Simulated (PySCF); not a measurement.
Species: C7H12N2.
Structure used (GFN2-xTB), in Å, numbered top down from 1:
```
atom  x, y, z in Å
C1    -2.766    0.206   -1.069
C2    -1.587   -0.447   -0.359
C3    -1.095    0.398    0.814
C4     0.138   -0.218    1.482
N5     1.280   -0.199    0.611
C6     2.100    0.842    0.361
C7     3.011    0.418   -0.578
C8     2.649   -0.910   -0.838
N9     1.603   -1.263   -0.115
H10   -3.104   -0.415   -1.895
H11   -3.598    0.344   -0.381
H12   -2.485    1.179   -1.464
H13   -1.882   -1.432    0.008
H14   -0.769   -0.593   -1.066
H15   -1.888    0.488    1.559
H16   -0.848    1.402    0.462
H17    0.384    0.331    2.396
H18   -0.059   -1.263    1.732
H19    1.987    1.782    0.862
H20    3.817    0.975   -1.010
H21    3.103   -1.610   -1.511
```

Computed at PBE0/pcSseg-1 (PySCF, non-relativistic), with Q(14N) = 0.02044 b: N5, 14N (I = 1): χzz = -3.209 MHz, η = 0.414; N9, 14N (I = 1): χzz = -4.952 MHz, η = 0.588.

Where would the pure quadrupole (NQR) lines of 14N at N5 fall for the rigid, isolated species?

From ν± = (3/4)|χ|(1 ± η/3) and ν0 = |χ|η/2: ν+ 2.739 MHz, ν− 2.074 MHz, ν0 0.665 MHz (pyrrole-type nitrogen).

Find the zero-field quadrupole resonance frequencies of 14N at N9.

From ν± = (3/4)|χ|(1 ± η/3) and ν0 = |χ|η/2: ν+ 4.442 MHz, ν− 2.986 MHz, ν0 1.456 MHz (pyridine-type nitrogen).

In a crystal, neighbours and librations shift these lines. GFN2-xTB bond lengths can be off by several hundredths of an ångström, more for odd bonds, and the gradients follow them. A larger basis could move these couplings by a tenth or more.

The run behind these numbers computed NMR shieldings as well. The run took about 2.1 min of CPU time (grids of density and orbitals included) (one thread, shared machine).

One conformer stands for the species.
